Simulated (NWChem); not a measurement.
Program: NWChem. System: CNO, charge 0, spin multiplicity 2, at a geometry optimised with UB3LYP/def2-SVP. The structure started from a generated list of species. Its SCF solution wasn't tested for a lower state. Level: UB2PLYP/cc-pVQZ, 3 core orbitals frozen.

Input file:

```
start mol
memory heap 200 mb stack 900 mb global 1100 mb
geometry units angstroms nocenter noautoz
  O      0.000000     0.000000     1.139506
  C      0.000000     0.000000    -0.040871
  N      0.000000     0.000000    -1.267260
  symmetry group C2v
end
basis spherical
  * library cc-pvqz
end
dft
  xc hfexch 0.53 becke88 0.47 lyp 0.73 mp2 0.27
  dftmp2
  odft
  mult 2
  semidirect memsize 60000000 filesize 0
  iterations 100
end
mp2
  freeze core 3
end
task dft energy
```

Part of the output:

```
             Northwest Computational Chemistry Package (NWChem) 7.3.0
             --------------------------------------------------------

                                NWChem Input Module
                                -------------------

 Scaling coordinates for geometry "geometry" by  1.889725989
 (inverse scale =  0.529177249)

 Turning off AUTOSYM since
 SYMMETRY directive was detected!

                             Geometry "geometry" -> ""
                             -------------------------

 Output coordinates in angstroms (scale by  1.889725989 to convert to a.u.)

  No.       Tag          Charge          X              Y              Z
 ---- ---------------- ---------- -------------- -------------- --------------
    1 O                    8.0000     0.00000000     0.00000000     1.13950600
    2 C                    6.0000     0.00000000     0.00000000    -0.04087100
    3 N                    7.0000     0.00000000     0.00000000    -1.26726000

 Effective nuclear repulsion energy (a.u.)      51.9544075690

            Nuclear Dipole moment (a.u.)
            ----------------------------
        X                 Y               Z
 ---------------- ---------------- ----------------
     0.0000000000     0.0000000000     0.0000037795

      Symmetry information
      --------------------

 Group name             C2v
 Group number             16
 Group order               4
 No. of unique centers     3

      Symmetry unique atoms

     1    2    3


 Summary of "ao basis" -> "" (spherical)
 ------------------------------------------------------------------------------
       Tag                 Description            Shells   Functions and Types
 ---------------- ------------------------------  ------  ---------------------
 *                          cc-pvqz                   on all atoms

  dft_input: which_mp2 not specified, using semidirect MP2 by default.

                                 NWChem DFT Module
                                 -----------------

 Summary of "ao basis" -> "ao basis" (spherical)
 ------------------------------------------------------------------------------
[...]
 Done moints_semi at       39.5s
  mp2_eaftype                   108  avail_ma_in_mb                   386
 EAF : mp2_eaftype filesize         108   14206562.
  mp2_eaf for kh                   108
 Done maket at       39.8s
 Semi-direct pass number   2 of   2  for UHF alpha       at       39.8s
  vrange nnbf                 13544
  mp2_eaftype                   108  avail_ma_in_mb                   386
 EAF : mp2_eaftype filesize         108   14206562.
  mp2_eaf for mointskh                    108
Node 0 wrote     66.7 Mb in      0.1 s     Agg I/O rate:   581.7 Mb/s
 Done moints_semi at       62.1s
  mp2_eaftype                   108  avail_ma_in_mb                   386
 EAF : mp2_eaftype filesize         108   14206562.
  mp2_eaf for kh                   108
 Done maket at       62.3s
 Done multipass loop at       62.3s

 GA uses MA = F    GA memory limited = T

 Available:
  local mem=  4.43D+07
 global mem=  1.44D+08
 local disk=  0.00D+00
  mp2_memr nvloc                   155
  nvloc new                   155
   1 passes of   7:        7340032                     145181                  50010386.
   1 passes of   7: M     44321350           G      144124750           F      36981318.
  mp2_memr nvloc                   155
  nvloc new                   155
   2 passes of   4:        7340032                     106763                  28597322.
   2 passes of   4: M     44321350           G      144124750           F      36981318.

 Semi-direct pass number   1 of   2  for UHF beta        at       62.7s
  vrange nnbf                 13544
  mp2_eaftype                   109  avail_ma_in_mb                   386
 EAF : mp2_eaftype filesize         109   14298661.
  mp2_eaf for mointskh                    109
Node 0 wrote     67.2 Mb in      0.1 s     Agg I/O rate:   619.5 Mb/s
 Done moints_semi at       84.9s
  mp2_eaftype                   109  avail_ma_in_mb                   386
 EAF : mp2_eaftype filesize         109   14298661.
  mp2_eaf for kh                   109
 Done maket at       85.2s
 Semi-direct pass number   2 of   2  for UHF beta        at       85.2s
  vrange nnbf                 13544
  mp2_eaftype                   109  avail_ma_in_mb                   386
 EAF : mp2_eaftype filesize         109   14298661.
  mp2_eaf for mointskh                    109
Node 0 wrote     50.4 Mb in      0.1 s     Agg I/O rate:   702.7 Mb/s
 Done moints_semi at      107.4s
  mp2_eaftype                   109  avail_ma_in_mb                   386
 EAF : mp2_eaftype filesize         109   14298661.
  mp2_eaf for kh                   109
 Done maket at      107.6s
 Done multipass loop at      107.6s

          -------------------------------------------
          DFT energy                    -167.785589645677
          Unscaled MP2 energy             -0.697831755628
          Total DFT+MP2 energy          -167.974004219697
          -------------------------------------------

 -----------------------
 Performance information
 -----------------------

 Timer overhead =  1.35D-07 seconds/call

               Nr. of calls         CPU time (s)                 Wall time (s)                GFlops
             ---------------    -------------------     ------------------------------   -------------------
Name         Min   Avg   Max    Min     Avg     Max     Min     Avg     Max   Mx/calls   Min     Max     Sum
mp2: moin     4     4     4    89.     89.     89.      89.     89.     89.     22.      0.0     0.0     0.0
mp2: make     4     4     4    1.1     1.1     1.1      1.1     1.1     1.1    0.28      0.0     0.0     0.0
mp2: tota     1     1     1    91.     91.     91.      91.     91.     91.     91.      0.0     0.0     0.0

 The average no. of pstat calls per process was 9.00D+00
 with a timing overhead of 1.22D-06s

 Task  times  cpu:      107.6s     wall:      107.6s

 Total times  cpu:      107.6s     wall:      107.6s
```
